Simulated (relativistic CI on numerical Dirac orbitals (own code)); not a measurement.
Calculated at this level of theory: Dirac-Coulomb-Breit CI, KLI orbitals optimised for each configuration, a model potential for QED, unscaled Slater integrals (own radial code, finite nucleus).

The strongest absorption lines from the ground level of an ion, among the configurations computed and to levels below about 253 eV (vacuum wavelength in nm, gf): 6.3161 (0.63), 6.4585 (0.72), 7.0676 (0.19), 7.1782 (0.22), 7.2971 (1.1), 7.3654 (0.15), 7.9864 (0.2), 8.0520 (0.22).

Which ion is it?
A. Tc²⁰⁺
B. Tc²²⁺
C. Nb²⁰⁺
D. Rh²⁴⁺

B. Tc²²⁺ has 21 electrons and the ground level 3s²3p⁶3d³ ⁴F3/2; the strongest line goes to 3s²3p⁵3d⁴ ⁴F°3/2. The pattern of lines fixes the number of electrons, and along that sequence the line energies rise steadily with the charge (about as its square where n changes within one kind of shell, about linearly where n is kept but much faster in heavy ions where fine structure, which grows about as Z⁴, sets the gap, and irregularly where shells cross), which fixes Z. Configurations outside the model, such as inner-shell arrays, can give stronger lines. At this charge energies of transitions that change n are usually good to better than 1 %, and those within a shell (Δn = 0) to a few per cent. Terms inside the open d or f shell come out 10 to 20 % too wide with unscaled integrals.

LS names give the leading component of a level, which can be under half, so a name can repeat, a term be missing and a line seem to break the LS rules.
